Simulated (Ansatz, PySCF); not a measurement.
Gas-phase reaction R1 → P1 + P2, each structure at its B3LYP-D3(BJ)/def2-TZVP stationary point, reached from a drawn start (curvature not checked).
R1, H6W (SMILES [WH6]) (charge 0, multiplicity 1):
```xyz
7

W      0.0006    -0.0009     0.3823
H      1.6577    -0.0065     0.8180
H     -0.8237     1.4345     0.8252
H     -0.8307    -1.4345     0.8177
H      1.0050    -0.0002    -0.9492
H     -0.5024     0.8751    -0.9449
H     -0.5067    -0.8676    -0.9492
```
P1, H4W (SMILES [WH4]) (charge 0, multiplicity 3):
```xyz
5

W     -0.00004    -0.00002    -0.00005
H      0.99414     0.97443     0.99397
H      0.98098    -0.99320    -0.98862
H     -0.97553     1.00064    -0.98658
H     -0.99955    -0.98185     0.98128
```
P2: H2 (SMILES [H][H]), charge 0, multiplicity 1.

P less R. No zero-point or thermal terms; singlets are restricted closed shells; open shells are unrestricted; no spin–orbit coupling. The spin states of the d-block species are the ones drawn and need not be the lowest.

Frozen-core correlation throughout. CBS: X⁻³ extrapolation of the correlation energy, Hartree–Fock from the larger set.

Codes used: Ansatz (Gaussian basis) for Hartree–Fock, density functionals and correlated methods; PySCF for the D3/D4 terms. No computed number here is a measurement. Elements past Kr take the def2 small-core potentials, without spin–orbit coupling.

Q: Give the reaction energy at the level CCSD(T)/CBS(def2-TZVPP, def2-QZVPP).

A: 77 kJ/mol

Q: Predict the reaction energy from BHLYP-D3(BJ)/def2-TZVPP.

A: 30 kJ/mol

Q: Give the reaction energy at the level SCS-MP2/def2-QZVPP.

A: 97 kJ/mol

Ansatz is a first-principles code.
